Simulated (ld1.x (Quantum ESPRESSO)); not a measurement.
Logarithmic derivatives: Te, RRKJ

ld1.x (Quantum ESPRESSO) 7.5 input, shortened:

```
&input
   title='Te', zed=52., rel=2, dft='PZ', iswitch=3,
   config='[Kr] 4d10 5s2 5p4', rel_dist='average'
 /
 &inputp
   pseudotype=2, tm=.false., rho0=0.005, lloc=0,
   nlcc=.false.
 /
2
5P  2  1   4.00   0.00  1.85  1.85  0.0
5S  1  0   2.00   0.00  1.85  1.85  0.0
 &test
   configts(1)='5s2 5p4'
 /
```

Open shells are filled in proportion to 2j + 1 (rel_dist='average').

The phase is arctan(r·u′/u) with u = r·R(r), unwrapped; energies in Ry, scanned from -3 to 5 Ry. A pole is an energy at which the radial function vanishes at the test radius. The pseudo phase is shifted by a multiple of π to meet the all-electron one at the reference energy, and phase errors are pseudo minus all-electron; the curves can meet again beyond the range given. Levels narrower than the energy grid can be missing from the lists of poles.

```csv
channel,radius (bohr),reference energy (Ry),"poles, all-electron","poles, pseudo",unbroken range about the reference energy with phases within 0.05 rad,phase error 1 Ry above the reference energy (rad)
s,2.00,-1.13,2.51,2.25,below 4.4,-0.004
p1/2,2.00,-0.49,4.15,3.91,the whole range,-0.006
p3/2,2.00,-0.43,4.61,4.11,the whole range,-0.013
```

Phases in the s channel:

| E (Ry) | all-electron | pseudo |
| --- | --- | --- |
| -3.00 | 1.042 | 1.037 |
| -2.52 | 0.898 | 0.892 |
| -2.04 | 0.633 | 0.628 |
| -1.56 | 0.126 | 0.124 |
| -1.08 | -0.540 | -0.540 |
| -0.60 | -0.983 | -0.985 |
| -0.12 | -1.212 | -1.216 |
| 0.36 | -1.341 | -1.347 |
| 0.84 | -1.423 | -1.431 |
| 1.32 | -1.480 | -1.490 |
| 1.80 | -1.522 | -1.536 |
| 2.28 | -1.556 | -1.573 |
| 2.76 | -1.585 | -1.606 |
| 3.24 | -1.611 | -1.637 |
| 3.72 | -1.634 | -1.668 |
| 4.20 | -1.657 | -1.702 |
| 4.68 | -1.680 | -1.742 |
